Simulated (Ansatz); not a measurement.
`BO[Si](O)(O)O` + HI → `BI` + `O[Si](O)(O)O`  (ligand exchange at a B–O bond)

Isolated molecules relaxed with PBE0-D4/def2-TZVP in Ansatz; ΔE leaves out vibrations. CCSD(T)/CBS adds triple-zeta CCSD(T) − MP2 to the extrapolated MP2 energy (def2 sets, frozen cores). This one scheme is used for every species. Functionals use def2-TZVPP. Elements past krypton have def2 core potentials. For I outer-core shells are correlated without core-valence functions, which leaves a few kJ/mol of doubt a bond. Each species was taken in one conformer, which may not be the lowest.

| level | ΔE (kcal/mol) |
| --- | --- |
| PBE-D4 | 12.4 |
| r2SCAN0-D4 | 13.4 |
| BHLYP | 15.4 |
| LC-ωPBE | 14.1 |
| CCSD(T)/def2-SVP | 18.7 |
| HF/def2-TZVPP | 15.9 |
| CCSD/def2-TZVPP | 14.0 |
| MP2/CBS(def2) | 11.2 |

**Question.** What does CCSD(T)/CBS give? (Best estimate.)

**Answer.** Ansatz gave: +12.7 kcal/mol. The listed levels differ from it by -0.3, 0.7, 2.7, 1.4, 6.0, 3.2, 1.3, -1.5 kcal/mol.

Largest T1 diagnostic among the species: 0.012.

In def2-TZVPP, CCSD(T) changes the Hartree–Fock value by −2.5 kcal/mol (the triples alone add −0.5 kcal/mol) and MP2 by −3.9 kcal/mol. From BLYP to BHLYP (50 % exact exchange), in def2-TZVPP and without D4, ΔE moves by +0.9 kcal/mol.
